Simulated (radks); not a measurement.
All-electron atom: the aluminium ion Al2+ in [Ne] 3s1. All-electron calculation, scalar-relativistic Kohn-Sham, LDA (Slater exchange, Perdew-Wang correlation), spin-polarised, spherical densities, finite nucleus; open shells are filled with parallel spins first; Fermi nuclear charge, rms radius 3.061 fm; hard spherical wall at 10 bohr. Program: a radial shooting solver on a logarithmic mesh with Libxc functionals.

Unscreened Slater integrals over Kohn-Sham orbitals (hartree). They are taken over the spin-up orbitals. Empty in this configuration: 3p.

integral      value
F0(3s,3s)   0.41253
F0(3s,2p)   0.54548
G1(3s,2p)  0.040993
F0(3s,2s)   0.54279
G0(3s,2s)  0.032345
F0(3s,1s)   0.59526
G0(3s,1s)  0.015073
F0(3s,3p)   0.38327
G1(3s,3p)   0.25443
F0(2p,2p)    1.5320
F2(2p,2p)   0.69696
F0(2p,2s)    1.4791
G1(2p,2s)   0.88412
F0(2p,1s)    2.1768
G1(2p,1s)   0.28475
F0(2p,3p)   0.48698
F2(2p,3p)  0.079871
G0(2p,3p)  0.034777
G2(2p,3p)  0.033248
F0(2s,2s)    1.4464
F0(2s,1s)    2.0520
G0(2s,1s)   0.16122
F0(2s,3p)   0.48331
G1(2s,3p)  0.027416
F0(1s,1s)    7.8061
F0(1s,3p)   0.53253
G1(1s,3p)  0.022678
F0(3p,3p)   0.36002
F2(3p,3p)   0.18573
